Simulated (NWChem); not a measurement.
System: C2H4FNSi; SMILES F[C@@H]1N=C[SiH2]1

Here is an NWChem input.

```
start job
memory heap 200 mb stack 900 mb global 1100 mb
geometry units angstroms noautosym nocenter noautoz
  F      0.476851    -1.854705    -0.260576
  C      0.037417    -0.769056     0.466536
  N     -1.305367    -0.322514     0.014268
  C     -1.133148     0.936913    -0.225971
  Si     0.739193     0.979139     0.018034
  H     -0.015273    -1.068687     1.519399
  H     -1.975544     1.569655    -0.509779
  H      1.372968     1.872731     1.031869
  H      1.536176     1.027801    -1.235278
end
basis spherical
  * library 6-31g*
end
dft
  xc xpbe96 cpbe96
  iterations 150
end
property
  efieldgrad
end
task dft property
```

Coordinates come from a B3LYP/6-31G* (spherical d) optimisation.

Vzz is the largest principal value of the second derivative of the potential at the nucleus (NWChem prints the opposite sign); η is the asymmetry. Non-relativistic.

Atoms are numbered as in the input.

Problem. Predict the main results of this run. (PBE/6-31G* (spherical d).) Quantities: Vzz N3 (a.u.); η N3.

Solution. 
```
Quantity        Value
-------------  ------
Vzz N3 (a.u.)  -0.869
η N3             0.55
```
